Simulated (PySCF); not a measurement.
Cl2H2SeSi, SMILES Cl[SiH](Cl)[SeH].

Coordinates come from a B3LYP-D3(BJ)/def2-SVP optimisation. The structure was generated by enumeration, and PubChem lists no compound with its InChIKey, so it may never have been made. Other conformers were not sampled.

Calculation: B3LYP-D3(BJ)/def2-SVP (PySCF).

Frequencies are harmonic and unscaled.

Computed harmonic wavenumbers and intensities:
```
mode  ν (cm⁻¹)  IR (km/mol)  Raman (Å⁴/amu)  depolarisation  moving atoms (share of kinetic energy)
----  --------  -----------  --------------  --------------  --------------------------------------
1          116          2.5             5.7            0.73       Cl 52 %, H 24 %, Se 13 %, Si 11 %
2          130          2.7             3.5            0.74                Cl 58 %, Se 24 %, H 13 %
3          176          7.5             5.4            0.72                H 61 %, Cl 20 %, Se 16 %
4          213          2.9             3.3            0.49                        Cl 59 %, Si 31 %
5          394         19.1            13.7            0.07               Si 60 %, Se 20 %, Cl 14 %
6          537         94.1             5.4            0.30                        Si 55 %, Cl 39 %
7          576        115.2             6.6            0.73                Si 50 %, Cl 37 %, H 13 %
8          667         11.8            12.2            0.68                          H 87 %, Si 9 %
9          779        187.1            13.1            0.73                          H 91 %, Si 8 %
10         820        124.0            10.1            0.74                                  H 92 %
11        2273         84.0           171.6            0.20                                  H 97 %
12        2399          9.0           154.8            0.30                                  H 99 %
```
